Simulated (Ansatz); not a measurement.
`C=C[SiH](C)O`, relaxed with RKS PBE0-D4/def2-TZVP in the Gaussian-basis code of Ansatz from a PBE-D4/def2-SVP geometry. The force threshold is 0.005 eV/Å; the program also tests the step.

Charge 0, multiplicity 1.

Start:

```xyz
13

C    -1.883   -0.762    1.020
C    -1.321    0.071    0.120
Si    0.356   -0.279   -0.656
C     1.438    1.263   -0.561
O     1.059   -1.617    0.103
H    -2.863   -0.562    1.489
H    -1.377   -1.697    1.321
H    -1.872    0.992   -0.156
H     0.210   -0.706   -2.089
H     0.964    2.101   -1.114
H     2.436    1.080   -1.008
H     1.582    1.596    0.488
H     1.271   -1.480    1.043
```

How much energy does the relaxation release, and in how many steps? (An estimate is asked.)

The calculation gave: 1.79 kcal/mol, in 8 steps, 1 of them rejected.

Which bonds change most? (An estimate is asked.)

Computed: Si3–O5 from 1.691 to 1.653 Å; Si3–C4 from 1.886 to 1.866 Å; C2–Si3 from 1.881 to 1.862 Å; C1–C2 from 1.349 to 1.331 Å.

Give the relaxed structure. (Best estimate.)

Computed: 
```xyz
13

C    -1.877   -0.744    1.012
C    -1.306    0.059    0.118
Si    0.357   -0.285   -0.645
C     1.417    1.247   -0.548
O     1.068   -1.582    0.092
H    -2.844   -0.529    1.457
H    -1.398   -1.666    1.331
H    -1.842    0.964   -0.170
H     0.200   -0.698   -2.063
H     0.941    2.075   -1.083
H     2.397    1.074   -0.999
H     1.565    1.565    0.488
H     1.323   -1.478    1.009
```
